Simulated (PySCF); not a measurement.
PySCF input (CCSD(T)/cc-pVDZ):

```python
from pyscf import gto, scf, mp, cc as ccmod

mol = gto.M(
    atom='''
    C    -2.16417092   -0.07391746   -0.58926350
    C    -1.04227579   -0.62474299   -0.14520765
    C     0.30643424   -0.25733768   -0.64844816
    Cl    1.33172267    0.43689008    0.68659224
    H    -2.15374398    0.70139473   -1.34671262
    H    -3.13189445   -0.37862627   -0.21323418
    H    -1.07212031   -1.39033370    0.62280953
    H     0.25937529    0.49867175   -1.42783544
    H     0.85917275   -1.12224922   -1.00957949
    ''',
    basis='cc-pvdz',
    charge=0,
    spin=0,
    verbose=4,
)

mf = scf.RHF(mol)
mf.conv_tol = 1e-10
mf.max_cycle = 100
mf.kernel()
mp2 = mp.MP2(mf, frozen=8).run()
cc = ccmod.CCSD(mf, frozen=8)
cc.max_cycle = 100
cc.kernel()
et = cc.ccsd_t()
print(f'E(CCSD(T)) = {cc.e_tot + et:.9f}')
```

End of the output:

```
Extra cycle  E= -576.003587763471  delta_E= -3.41e-12  |g|= 9e-07  |ddm|= 3.24e-06
converged SCF energy = -576.003587763471

******** <class 'pyscf.mp.mp2.RMP2'> ********
nocc = 12, nmo = 77
frozen orbitals 8
E(RMP2) = -576.547262119363  E_corr = -0.543674355892131
E(SCS-RMP2) = -576.541214948165  E_corr = -0.537627184693425
E_corr(same-spin) = -0.13244081812746
E_corr(oppo-spin) = -0.41123353776467

******** <class 'pyscf.cc.ccsd.CCSD'> ********
CC2 = 0
CCSD nocc = 12, nmo = 77
frozen orbitals 8
max_cycle = 100
direct = 0
conv_tol = 1e-07
conv_tol_normt = 1e-05
diis_space = 6
diis_start_cycle = 0
diis_start_energy_diff = 1e+09
Init t2, MP2 energy = -576.547262127545  E_corr(MP2) -0.543674364073477
Init E_corr(CCSD) = -0.543674364073954
cycle = 1  E_corr(CCSD) = -0.573318223477279  dE = -0.0296438594  norm(t1,t2) = 0.0554551
cycle = 2  E_corr(CCSD) = -0.586403283117083  dE = -0.0130850596  norm(t1,t2) = 0.0197425
cycle = 3  E_corr(CCSD) = -0.590144495092877  dE = -0.00374121198  norm(t1,t2) = 0.0087062
cycle = 4  E_corr(CCSD) = -0.591397346800278  dE = -0.00125285171  norm(t1,t2) = 0.00303714
cycle = 5  E_corr(CCSD) = -0.59126194704356  dE = 0.000135399757  norm(t1,t2) = 0.000829142
cycle = 6  E_corr(CCSD) = -0.591209331839582  dE = 5.2615204e-05  norm(t1,t2) = 0.000221753
cycle = 7  E_corr(CCSD) = -0.591212608862913  dE = -3.27702333e-06  norm(t1,t2) = 6.24584e-05
cycle = 8  E_corr(CCSD) = -0.591216374718128  dE = -3.76585522e-06  norm(t1,t2) = 1.777e-05
cycle = 9  E_corr(CCSD) = -0.591215738536975  dE = 6.36181154e-07  norm(t1,t2) = 7.24181e-06
cycle = 10  E_corr(CCSD) = -0.591215817562139  dE = -7.90251644e-08  norm(t1,t2) = 2.66821e-06
CCSD converged
E(CCSD) = -576.5948035810335  E_corr = -0.5912158175621391
CCSD(T) correction = -0.0185270060986425
E(CCSD(T)) = -576.613330587
```
